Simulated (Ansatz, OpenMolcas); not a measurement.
The same job for Ansatz

OpenMolcas 26.06 runs this on CBrClF2 (SMILES FC(F)(Cl)Br):

mol.inp:
```
* CBrClF2 MP2
>>> EXPORT MOLCAS_PRINT=2

&GATEWAY
  BasLib=$CurrDir
  Coord
  5
  angstrom
  F       -1.436393       0.058368       1.036888
  C       -0.019800      -0.087100       0.067100
  F        0.823600      -0.897500       0.690400
  Cl      -0.444800      -0.770600      -1.492300
  Br       0.800400       1.656800      -0.119700
  Basis=cc-pVDZ
  Group=NoSym

&SEWARD

&SCF
  Thresholds=1e-10 1e-07 1e-07 1e-05
  PrOrbitals=0

&MBPT2
  Frozen=17
```

```bash
$ export MOLCAS_MEM=1860
$ pymolcas mol.inp > mol.log
```

(Basis files named in the input come from the Basis Set Exchange and aren't shown.)

The F1–C2 distance was set to 1.723 Å, away from the relaxed value.

It gives a total energy of -3269.337712 Eh.

Q: Write the same calculation for Ansatz 0.2.0 as an input file of the program's own.

A: This input was run:

molecule.yaml:
```yaml
crystal:
  periodic: [false, false, false]
  atoms:
    - symbol: F
      position_ang: [-1.436393, 0.058368, 1.036888]
    - symbol: C
      position_ang: [-0.019800, -0.087100, 0.067100]
    - symbol: F
      position_ang: [0.823600, -0.897500, 0.690400]
    - symbol: Cl
      position_ang: [-0.444800, -0.770600, -1.492300]
    - symbol: Br
      position_ang: [0.800400, 1.656800, -0.119700]
basis:
  gaussian: {orbitals: cc-pVDZ}
correlation: {method: mp2, frozen_orbitals: {Br: 9, C: 1, Cl: 5, F: 1}}
accuracy: high
```

```bash
$ ansatz run molecule.yaml --threads 1 --pin off --max-ram 3480MiB --events-out events.jsonl --progress --plain --runs-dir runs
```

Its energy is -3269.337712 Eh, 0.000 mEh from the first.
